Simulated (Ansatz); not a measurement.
The same path of AlF2H + H4Si (9 atoms, charge 0, multiplicity 1) was run 3 times with different band settings. Lost on the way: Al1–H2, Si5–H9. Made: Al1–Si5, H2–H9.

Method: Ansatz, RKS BHLYP/def2-SVP.

Relaxed end points:

```xyz
9
Properties=species:S:1:pos:R:3
Al -0.050 0.252 0.184
H 0.424 1.250 1.274
F 1.053 -0.598 -0.727
F -1.584 0.321 -0.424
Si 0.166 -2.744 1.105
H -0.258 -3.163 -0.238
H 1.626 -2.734 1.286
H -0.501 -3.538 2.157
H -0.334 -1.340 1.345
```

```xyz
9
Properties=species:S:1:pos:R:3
Al -0.080 -0.663 -0.126
H 0.353 0.716 1.675
F 1.190 0.269 -0.633
F -1.592 -0.071 -0.441
Si 0.213 -2.901 0.755
H -0.282 -3.918 -0.204
H 1.640 -3.179 1.048
H -0.558 -3.042 2.017
H -0.342 0.494 1.871
```

Common settings: movable images 7; climbing image yes; start path through a guess of the saddle point; force threshold 0.05 eV/Å; iteration limit 60; end points relaxed.

| run | spring | optimiser | largest step |
| --- | --- | --- | --- |
| 1 | 5.0 eV/Å² | quadratic models (default) | default |
| 2 | 5.0 eV/Å² | fire | 0.02 Å |
| 3 | 0.1 eV/Å² | quadratic models (default) | default |

Task: What does each run give, and how far can it be trusted?

Result: Run 1: converged after 30 iterations, highest image 2.135 eV above the first end. Neighbouring images differ by up to 1.6 eV, so the band resolves the path poorly. A vibrational analysis at the climbing image gives one clearly imaginary mode, 1443i cm⁻¹: a first-order saddle point.
Run 2: converged after 59 iterations, highest image 2.149 eV above the first end. Neighbouring images differ by up to 1.4 eV, so the band resolves the path poorly. The order of the point at the top wasn't checked.
Run 3: converged after 27 iterations, highest image 2.135 eV above the first end. Neighbouring images differ by up to 1.6 eV, so the band resolves the path poorly. Another band between the same ends (7 images) ends at a top of the same energy, where a vibrational analysis finds 1 clearly imaginary mode.
The orbitals stay closed-shell, which can raise the energy where a bond breaks towards radicals; this wasn't checked here.
